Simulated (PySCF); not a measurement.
Species: C8H5Cl.
SMILES: `C1=C(C2=CC=CC2=C1)Cl`

Computed with BHandHLYP/def2-SV(P) geometry optimisation, gas phase (PySCF 2.14.0).

Masses are those of the commonest isotopes; rigid-rotor values at the optimised geometry. 

Q: Give the principal moments of inertia and the rotational constants in cm⁻¹.

A: Ia = 166.15, Ib = 454.20, Ic = 620.34 u·Å²; 505379 MHz·u·Å²/I gives 3042, 1113 and 814.7 MHz, that is A = 0.10146, B = 0.03712, C = 0.02717 cm⁻¹.

Q: What kind of rotor is it?

A: An asymmetric top; Ray's κ = -0.732.

Q: What does the inertial defect say?

A: Planar: Δ = Ic − Ia − Ib = 0.00 u·Å². For a rigid frame Δ = −2 Σ m c², so it vanishes when all atoms lie in the ab plane; here none is more than 0.01 Å from it.

Q: Predict some low-J microwave lines.

A: The dipole components are |μa| = 1.22 D, |μb| = 0.48 D, |μc| = 0.00 D; the mirror of this Cs structure is the ab plane, so μc vanishes by symmetry (the 0.01 D computed is a residue) and there are no c-type lines. The squared components, which scale the intensities, stand as 1.00 : 0.15 (a : b). Some lines, for components of 0.1 D or more:

```tsv
type	branch	J(Ka,Kc)	MHz	lower level (cm⁻¹)
b	R	3(1,2) ← 2(2,1)	421	0.470
b	Q	2(1,1) ← 2(0,2)	2557	0.192
b	R	2(1,2) ← 1(0,1)	5486	0.064
a	R	3(2,1) ← 2(2,0)	5907	0.471
b	Q	3(2,2) ← 3(1,3)	7147	0.425
a	R	4(0,4) ← 3(0,3)	7410	0.380
a	R	4(3,2) ← 3(3,1)	7767	1.010
a	R	4(3,1) ← 3(3,0)	7780	1.010
a	R	5(3,3) ← 4(3,2)	9726	1.269
a	R	5(2,3) ← 4(2,2)	10116	0.935
b	Q	3(3,0) ← 3(2,1)	10254	0.668
b	Q	4(4,0) ← 4(3,1)	14480	1.270
b	R	3(3,1) ← 2(2,0)	16160	0.471
b	Q	5(5,0) ← 5(4,1)	18636	2.077
b	Q	5(5,1) ← 5(4,2)	18637	2.077
```

No frequency check. No vibrational averaging or centrifugal distortion is included, and the geometry carries the error of its method. Quadrupole hyperfine structure (35Cl) is left out.
